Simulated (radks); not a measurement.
Species: Zn4+. Configuration: [Ne] 3s2 3p5.75 3d8 4d0.25 (fractional occupations, a model configuration). Calculated with a radial shooting solver on a logarithmic mesh with Libxc functionals: scalar-relativistic Kohn-Sham, r2SCAN, spin-unpolarised, spherical densities, finite nucleus; meta-GGA in the generalised Kohn-Sham scheme; Fermi nuclear charge, rms radius 3.9283 fm.

Normalised radial functions P(r) = r R(r), r in bohr:

r             1s      2p
0.001921  0.6311  0.0035
0.0022    0.7146  0.0045
0.002521  0.8083  0.0057
0.002888  0.9129  0.0074
0.003309  1.0293  0.0095
0.003791  1.1586  0.0122
0.004343  1.3013  0.0157
0.005016  1.4677  0.0205
0.005747  1.6397  0.0264
0.006584  1.8260  0.0339
0.007543  2.0261  0.0435
0.008642  2.2388  0.0558
0.009901  2.4621  0.0714
0.01134   2.6928  0.0911
0.013     2.9268  0.1160
0.01489   3.1585  0.1472
0.01706   3.3807  0.1862
0.01954   3.5848  0.2344
0.02239   3.7608  0.2938
0.02565   3.8974  0.3662
0.02939   3.9829  0.4534
0.03367   4.0057  0.5573
0.03858   3.9558  0.6791
0.04455   3.8156  0.8285
0.05104   3.5981  0.9884
0.05848   3.3012  1.1644
0.067     2.9354  1.3528
0.07676   2.5186  1.5469
0.08794   2.0748  1.7370
0.1007    1.6321  1.9110
0.1154    1.2186  2.0548
0.1322    0.8573  2.1525
0.1515    0.5632  2.1894
0.1736    0.3422  2.1542
0.1989    0.1902  2.0421
0.2278    0.0955  1.8562
0.261     0.0428  1.6094
0.2991    0.0167  1.3231
0.3426    0.0056  1.0247
0.3957    0.0015  0.7269
0.4533    0.0003  0.4882
0.5194    0.0001  0.3022
0.595     0.0000  0.1703
0.6817    0.0000  0.0864
0.781     0.0000  0.0389
0.8948    0.0000  0.0154
1.025     0.0000  0.0052
1.175     0.0000  0.0015
1.346     0.0000  0.0004
1.542     0.0000  0.0001
1.766     0.0000  0.0000
2.024     0.0000  0.0000
2.318     0.0000  0.0000
2.656     0.0000  0.0000
3.043     0.0000  0.0000
3.514     0.0000  0.0000
4.026     0.0000  0.0000
4.613     0.0000  0.0000
5.285     0.0000  0.0000
6.055     0.0000  0.0000
6.937     0.0000  0.0000
7.948     0.0000  0.0000
9.106     0.0000  0.0000

1s: eigenvalue -9627.5 eV, 0 radial nodes, <r> = 0.0503 bohr, 90 % of the charge inside 0.0899 bohr. 2p: eigenvalue -1084.8 eV, 0 radial nodes, <r> = 0.198 bohr, 90 % of the charge inside 0.324 bohr.
